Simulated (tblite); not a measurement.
C6H11PSi.
Numbering: `[SiH3:1][CH2:2][P:3]1[CH:4]=[CH:5][CH2:6][CH:7]=[CH:8]1` (hydrogens: H9, H10, H11 on Si1; H12, H13 on C2; H14 on C4; H15 on C5; H16, H17 on C6; H18 on C7; H19 on C8)

The geometry is computed with GFN2-xTB (gas phase).

(1) What internal coordinates does the optimisation give?

Answers

(1) 
```
                    bond  length (Å)   order
                  Si1–C2       1.906  single
                   C2–P3       1.859  single
            P3–C4, P3–C8       1.812  single
            C4=C5, C7=C8       1.325  double
            C5–C6, C6–C7       1.500  single
Si1–H9, Si1–H10, Si1–H11       1.464  single
          C2–H12, C2–H13       1.094  single
          C4–H14, C8–H19       1.083  single
          C5–H15, C7–H18       1.083  single
          C6–H16, C6–H17       1.095  single
```

Bonds in one row agree within 0.01 Å and their mean is given. Orders are formal, as drawn. A selection of angles:
```
    angle  degrees
Si1–C2–P3    117.9
 C2–P3–C4    100.3
 C4–P3–C8     96.0
 P3–C4–C5    122.6
 C4–C5–C6    123.9
 C5–C6–C7    112.5
```

Dihedral angles: Si1–C2–P3–C4 -48° (synclinal); C2–P3–C4–C5 134° (anticlinal); P3–C4–C5–C6 -4° (synperiplanar); C4–C5–C6–C7 -33° (synclinal); C5–C6–C7–C8 33° (synclinal); C6–C7–C8–P3 3° (synperiplanar); C2–P3–C8–C7 -134° (anticlinal). The mirror-image conformer, all signs reversed, is as good.

The C–P distances run from 1.812 Å (P3–C8, drawn single) to 1.859 Å (C2–P3, drawn single), a spread of 0.047 Å. P3 (phosphine phosphorus) is pyramidal (angles 100.3°, 100.3° and 96.0°, sum 296.6°, 0.88 Å off the plane of its three neighbours). Of the pairs four or more bonds apart, C8···H9 is among the closest relative to their van der Waals radii: 3.00 Å, 104 % of the sum of Bondi's values. The C–C distances run from 1.325 Å (C7=C8, drawn double) to 1.500 Å (C5–C6, drawn single), a spread of 0.175 Å. Si1 (SiH3 silicon) is tetrahedral (angles from 106.8° to 110.5°). The 6-membered ring P3–C4–C5–C6–C7–C8 has internal angles of 96.0° to 123.9°; it is puckered, 0.21 Å rms from its mean plane, widest ring torsion 33°.

Point group: near Cs, missed by 0.09 Å at most; the miss may be what the optimiser left on a soft mode. Its GFN2-xTB frequencies are all real (lowest 30 cm⁻¹). One conformer, not necessarily the lowest.
